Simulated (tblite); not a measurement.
Q: Give a GFN2-xTB geometry of InChI=1S/C3H7NO2Si2/c1-2-3(5)7-6-8-4-2/h7-8H2,1H3.

A: 
Z-matrix in Å and degrees, rows numbered from 1:
```
C 
C   1  1.4936
N   2  1.2644  1  120.98
Si  3  1.7211  2  127.49  1   172.08
O   4  1.6543  3  108.11  2   -17.32
Si  5  1.6178  4  129.21  3    10.36
C   2  1.5102  1  114.50  3   179.74
O   7  1.2143  2  120.27  1    40.52
H   1  1.0896  2  108.74  3   130.80
H   1  1.0857  2  110.51  3     8.93
H   1  1.0899  2  109.52  3  -111.93
H   4  1.4526  3  106.22  2  -129.57
H   4  1.4518  3  112.20  2    99.28
H   6  1.4533  5  107.16  4   128.99
H   6  1.4605  5  108.79  4  -103.66
```

The 6-membered ring C2–N3–Si4–O5–Si6–C7 has internal angles of 103.1° to 129.2°; it is puckered, 0.17 Å rms from its mean plane, widest ring torsion 36°. Si4 (oxygen-bound silicon) is distorted tetrahedral (angles from 105.0° to 118.6°). The O–Si distances run from 1.618 Å (O5–Si6, drawn single) to 1.654 Å (Si4–O5, drawn single), a spread of 0.036 Å. Si6 (oxygen-bound silicon) is distorted tetrahedral (angles from 103.1° to 117.0°).

Computed geometry: GFN2-xTB, gas phase.

Point group: C1 (no symmetry element, even within 0.4 Å). Its GFN2-xTB frequencies are all real (lowest 43 cm⁻¹). The numbers are those of one conformer (C2–N3–Si4–O5 -17°, N3–Si4–O5–Si6 10°, Si4–O5–Si6–C7 12°, O5–Si6–C7–O8 141°).
